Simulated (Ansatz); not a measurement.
Reaction (cleavage of the B–B bond): `ClBB[SeH]` + HBr → `ClBBr` + `B[SeH]`

Gas-phase electronic energies from Ansatz, PBE0-D4/def2-TZVP geometries. CCSD(T)/CBS adds triple-zeta CCSD(T) − MP2 to the extrapolated MP2 energy (def2 sets, frozen cores). Functionals use def2-TZVPP. For Br, Se outer-core shells are correlated without core-valence functions, which leaves a few kJ/mol of doubt a bond. Scalar relativity is left out up to krypton. One conformer a species, not always the lowest.

```
    species  B97M-V energy (Eh)
`ClBB[SeH]`         -2912.78545
        HBr         -2574.29483
    `ClBBr`         -3059.32340
   `B[SeH]`         -2427.78891
```

Problem. Work out ΔE.

Solution. ΔE = (-3059.32340) + (-2427.78891) − (-2912.78545) − (-2574.29483) = -0.03203 Eh = -20.1 kcal/mol. CCSD(T)/CBS gives -21.6 kcal/mol.

Largest T1 diagnostic among the species: 0.014.

Leaving LDA and LC-ωPBE aside and taking each functional with its dispersion term where it has one, the values, not all of them listed here, spread over 2.1 kcal/mol, from B2PLYP to revPBE-D4.
